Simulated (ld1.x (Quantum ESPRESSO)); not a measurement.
**In (Z = 49), TM: configuration errors across variants**

```
Element                 : indium
Generator               : ld1.x (Quantum ESPRESSO) 7.5
Type                    : norm-conserving Troullier–Martins (Kleinman–Bylander form)
Functional              : PBE
Relativity              : scalar-relativistic
Frozen core             : [Kr] 4d10
Valence charge          : 3
Reference configuration : 5s1.5 5p1.5
Partial waves           : 5p (bound): rc 2.95 bohr; 5s (bound): rc 2.00 bohr
Local potential         : the s channel
Core correction         : Bessel-smoothed model core inside 1.15 bohr
```

All-electron excitation energies from the reference (eV): (1) 5s2 5p1 -2.884; (2) 5s2 5p0 2.479; (3) 5s1 5p0 21.713; (4) 5s2 5p1.3 -3.417; (5) 5s1 5p2 2.956; (6) 5s0 5p3 9.063; (7) 5s1 5p1 9.072.

Errors AE − PS in meV (a dash: test not solved or not reliable):

| change | (1) | (2) | (3) | (4) | (5) | (6) | (7) | bound ghosts |
| --- | --- | --- | --- | --- | --- | --- | --- | --- |
| base | -4.4 | -6.6 | -156 | -5.8 | -5.2 | -43 | -31 | none |
| wave 5p (bound): rc 2.95 bohr becomes 5p (bound): rc 1.96 bohr | -4.5 | -6.2 | -154 | -5.9 | -5.3 | -44 | -31 | none |
| wave 5p (bound): rc 2.95 bohr becomes 5p (bound): rc 2.26 bohr | -4.9 | -7.2 | -151 | -6.2 | -5.7 | -49 | -31 | none |
| wave 5p (bound): rc 2.95 bohr becomes 5p (bound): rc 2.68 bohr | -4.9 | -7.2 | -152 | -6.2 | -5.7 | -49 | -31 | none |
| wave 5p (bound): rc 2.95 bohr becomes 5p (bound): rc 2.90 bohr | -4.6 | -6.8 | -155 | -6.0 | -5.3 | -45 | -31 | none |
| wave 5p (bound): rc 2.95 bohr becomes 5p (bound): rc 3.42 bohr | -3.0 | -6.4 | -172 | -4.6 | -3.6 | -28 | -31 | none |
| wave 5p (bound): rc 2.95 bohr becomes 5p (bound): rc 3.76 bohr | -1.9 | -7.9 | -188 | -3.6 | -2.3 | -16 | -31 | none |
| wave 5p (bound): rc 2.95 bohr becomes 5p (bound): rc 4.48 bohr | -0.5 | -12 | -214 | -2.2 | -0.9 | -2.6 | -30 | none |

(1) Give the same row for: wave 5p (bound): rc 2.95 bohr becomes 5p (bound): rc 3.96 bohr.

Answers

(1) -1.3, -9.0, -197, -3.1, -1.8, -11, -30; bound ghosts: none.
